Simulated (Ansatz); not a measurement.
`Cl[SiH2][S][GeH3]` + HI → `Cl[SiH2]I` + `[SH][GeH3]` at 600 K and 1 bar (ligand exchange at the Si–S bond).

Isolated molecules relaxed with PBE0-D4/def2-TZVP in Ansatz; ΔE leaves out vibrations. CCSD(T)/CBS adds triple-zeta CCSD(T) − MP2 to the extrapolated MP2 energy (def2 sets, frozen cores). Elements past krypton have def2 core potentials. For Ge, I outer-core shells are correlated without core-valence functions, which leaves a few kJ/mol of doubt a bond. Scalar relativity is left out up to krypton. One conformer a species, not always the lowest.

```csv
species,CCSD(T)/CBS energy (Eh),H − E (kJ/mol),S (J/(mol·K))
`Cl[SiH2][S][GeH3]`,-3225.84041,180.0,475.9
HI,-298.03592,31.6,227.0
`Cl[SiH2]I`,-1047.58245,88.6,365.7
`[SH][GeH3]`,-2476.30083,123.6,342.5
```

H − E and S are ideal-gas, rigid-rotor, harmonic terms from PBE0-D4/def2-TZVP, for one conformer and one mirror image of each species. 1 Eh = 2625.50 kJ/mol, R = 8.31446 J/(mol·K).

By hand: ΔE, ΔH, ΔS and ΔG.

ΔE = (-1047.58245) + (-2476.30083) − (-3225.84041) − (-298.03592) = -0.00695 Eh = -18.2 kJ/mol. Δ(H − E) = 88.6 + 123.6 − 180.0 − 31.6 = 0.6, so ΔH = -17.6 kJ/mol. ΔS = 365.7 + 342.5 − 475.9 − 227.0 = 5.3 J/(mol·K). ΔG = -17.6 − 600 × (5.3)/1000 = -20.8 kJ/mol.

By hand: the equilibrium constant, and the temperature at which ΔG would vanish if ΔH and ΔS stayed fixed.

log₁₀ K = −ΔG/(RT ln 10) = 1.8. ΔH and −TΔS have one sign here, so there is no such temperature.

The number of gas molecules stays the same, so ΔS is small and ΔH decides. A doubt of 5 kJ/mol in ΔE shifts log₁₀ K by 0.4 here. Other conformers and mirror images would add mixing entropy, several J/(mol·K) or more a flexible species. Modes under 60 cm⁻¹, often nearly free rotors, make the harmonic entropy too high. These are equilibria of isolated gas molecules and say nothing of rates. Largest T1 diagnostic: 0.011 (customary marks: 0.02 for closed shells, 0.045 for open ones).

ΔS is within the doubt of such terms, so its sign, and with it that verdict, could turn.
